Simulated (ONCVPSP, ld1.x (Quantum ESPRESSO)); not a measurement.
# Potentials for Cl compared

Generated with ld1.x 7.5 (TM, RRKJ, ultrasoft, PAW), atompaw 4.2 or ONCVPSP 4.0.1. The cutoff is in Ry: for ld1.x and atompaw files where the sum of valence levels is converged to 10 mRy in a Bessel basis, for ONCV files where the hardest occupied wave has 1 mHa per electron of residual kinetic energy. The error is the largest all-electron minus pseudo excitation energy over each file’s own four to seven test configurations (ionisations up to +4, promotions, holes and added fractions of an electron), all of which were solved. The labels leave out finer settings (local radius, basis sizes, second energies), which also bear on the numbers. Spin-polarised tests are not counted. The rows are a selection from randomly drawn settings: files with unsolved tests, undetermined cutoffs or missed reference levels are left out.

| potential | cutoff (Ry) | largest error (meV) | bound ghosts |
| --- | --- | --- | --- |
| ONCV, PBE, non-relativistic, rc 0.70/0.60 (sp), local smoothed, core correction yes, reference 2s2 2p6 3s2 3p4, qcut 16.5/22.5, projectors 3/2 | 404 | +348 | none |
| ONCV, PW91, scalar-relativistic, rc 1.35/1.45 (sp), local smoothed, core correction yes, reference 3s2 3p5, qcut 6.2/6.2, projectors 2/1 | 32 | +29 | none |
| PAW, PBE, scalar-relativistic, rc 1.15/1.15/1.10 (spd), local smoothed, core correction yes, reference 3s1.75 3p5.25 | 30 | -7.8 | none |
| ONCV, LDA (Perdew-Wang 92), scalar-relativistic, rc 1.35/1.50 (sp), local smoothed, core correction yes, reference 3s2 3p4.5, qcut 4.1/5.2, projectors 2/2 | 170 | +9.3 | none |
| PAW, PBE, scalar-relativistic, rc 1.45/1.15 (sp), local smoothed, core correction yes, reference 3s1.5 3p5.5 | 30 | -73 | none |

Problem. Fill in the row for Cl: ONCV, PBE, scalar-relativistic, rc 0.60/0.80 (sp), local smoothed, core correction no, reference 2s2 2p6 3s2 3p4, qcut 20.3/20.7, projectors 3/2.

Solution. cutoff 305 Ry, largest error +4.8 meV, bound ghosts: none.

Problem. Fill in the row for Cl: ultrasoft, BLYP, scalar-relativistic, rc 0.70/0.70/0.65 (spd), local d, core correction no, reference 2s2 2p6 3s2 3p5.

Solution. cutoff 300 Ry, largest error +441 meV, bound ghosts: none.
